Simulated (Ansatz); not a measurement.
Cost and result up the ladder for trans-NiH2(PF3)2 (NiP2H2F6) (11 atoms). The state is a singlet with charge 0. Geometry: B3LYP-D4/def2-SVP.

```tsv
atom	x (Å)	y (Å)	z (Å)
F1	1.427	2.705	-0.538
F2	0.962	2.490	1.799
F3	-0.824	3.009	0.305
F4	0.862	-2.963	-0.388
F5	-1.032	-2.494	-1.766
F6	-1.346	-2.755	0.588
Ni7	-0.016	0.003	0.000
P8	0.381	1.985	0.410
P9	-0.384	-1.984	-0.409
H10	-0.538	0.532	-1.303
H11	0.508	-0.528	1.303
```

Ansatz on 4 threads of Arm Neoverse V2 on a shared host. Times are rough, and most runs start from the orbitals of an earlier one. No level here is sound enough to serve as a yardstick. Binding counts from free atoms at the same level (F doublet, Ni triplet, P quartet, H doublet; other spins of the atoms weren't run), without zero-point energy or a counterpoise term.

No other spin state of charge 0 was run. Another isomer (singlet) lies 0.55 eV lower at PBE0-D4/def2-TZVP; other spin states weren't run for this one.

Run but left out: HF/def2-TZVP, MP2/def2-TZVP (restricted singlet, unstable towards broken spin symmetry); HF/STO-3G, BHLYP-D4/def2-TZVP (restricted singlet, unstable in another Hartree–Fock run and untested here).

```csv
level,functions,binding energy per atom (eV),remarks
PBE-D4/def2-SVP,161,3.71,restricted SCF unstable in HF
PBE0-D4/def2-SVP,161,3.38,restricted SCF unstable in HF
CAM-B3LYP-D4/def2-TZVP,317,3.57,restricted SCF unstable in HF
PBE-D4/def2-TZVP (with forces),317,3.76,–
PBE0-D4/def2-TZVP,317,3.49,restricted SCF unstable in HF
r2SCAN-D4/def2-TZVP,317,3.65,restricted SCF unstable in HF
```

(1) Estimate how long each takes.

Results:

(1) PBE-D4/def2-SVP 1.9 s; PBE0-D4/def2-SVP 3.1 s; PBE-D4/def2-TZVP (with forces) 5.5 s; r2SCAN-D4/def2-TZVP 9.5 s; CAM-B3LYP-D4/def2-TZVP 12 s; PBE0-D4/def2-TZVP 13 s. On shared hardware such times vary by a factor of up to 3.
